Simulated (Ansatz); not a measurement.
Two members of one family (Series BH2X), computed with Ansatz in the gas phase. The two geometries come from different levels. Binding counts from free atoms in the multiplicity of their measured ground term, without zero-point energy. A dash marks a value that wasn't run or was left out as unsound. The structures are stationary points that may keep the symmetry of their start. Remarks come from the PBE and PBE0 runs and from stability tests at other levels; not every state was tested. HOMO above LUMO (over both spins in singlets and doublets, within one spin in higher multiplets; at PBE or PBE0), or a gap under 0.15 eV within one spin, warns that the state may not be the lowest or that an electron is smeared out.

First: BH2(iPr) (singlet, charge 0, r2SCAN-D4/def2-SVP geometry).

```xyz
13

B    -1.111    1.159    0.339
H    -0.947    2.300   -0.035
H    -2.083    0.903    1.016
C    -0.192    0.022   -0.177
C    -0.189   -1.295    0.601
C     1.200    0.411   -0.683
H    -0.847   -0.128   -1.086
H    -1.204   -1.597    0.900
H     0.410   -1.196    1.522
H     0.255   -2.118    0.015
H     1.659   -0.392   -1.283
H     1.173    1.325   -1.296
H     1.876    0.606    0.167
```

| level | HOMO (eV) | LUMO (eV) | gap (eV) | vertical IE (eV) | vertical triplet (eV) | binding per atom (eV) |
| --- | --- | --- | --- | --- | --- | --- |
| BLYP-D4/def2-TZVP | -6.93 | -2.03 | 4.90 | – | – | 3.89 |
| r2SCAN-D4/def2-TZVP | -7.25 | -1.73 | 5.52 | 10.27 | 4.68 | 3.93 |
| B3LYP-D4/6-31G | -7.96 | -0.95 | 7.01 | – | – | 3.89 |
| PBE0-D4/def2-TZVP | -8.31 | -1.15 | 7.17 | 10.47 | 4.91 | 3.94 |
| ωB97M-V/def2-TZVP | -10.63 | 0.70 | 11.32 | – | – | 3.92 |

Remarks: gap within one spin near zero at PBE or PBE0 (triplet), HOMO above LUMO (triplet).

Second: BH2(nPr) (singlet, charge 0, PBE-D4/def2-SVP geometry).

```xyz
13

B    -1.783    0.267   -1.072
H    -2.018    1.345   -1.593
H    -2.182   -0.738   -1.637
C    -0.902    0.156    0.215
C     0.557   -0.098   -0.268
C     1.548   -0.229    0.892
H    -1.201   -0.699    0.860
H    -0.911    1.077    0.835
H     0.882    0.729   -0.936
H     0.591   -1.020   -0.890
H     1.274   -1.072    1.559
H     2.579   -0.410    0.525
H     1.566    0.692    1.511
```

Q: Estimate how these quantities change from the first to the second (second minus first).

A: 
| level | Δ HOMO (eV) | Δ LUMO (eV) | Δ gap (eV) | Δ vertical IE (eV) | Δ vertical triplet (eV) | Δ binding per atom (eV) |
| --- | --- | --- | --- | --- | --- | --- |
| BLYP-D4/def2-TZVP | -0.35 | -0.16 | 0.19 | – | – | 0.00 |
| r2SCAN-D4/def2-TZVP | -0.38 | -0.18 | 0.21 | 0.34 | 0.03 | 0.00 |
| B3LYP-D4/6-31G | -0.38 | -0.19 | 0.19 | – | – | 0.00 |
| PBE0-D4/def2-TZVP | -0.40 | -0.15 | 0.24 | 0.37 | 0.06 | 0.00 |
| ωB97M-V/def2-TZVP | -0.40 | -0.11 | 0.29 | – | – | 0.00 |

Remarks: gap within one spin near zero at PBE or PBE0 (+1 doublet), gap within one spin near zero at PBE or PBE0 (triplet).
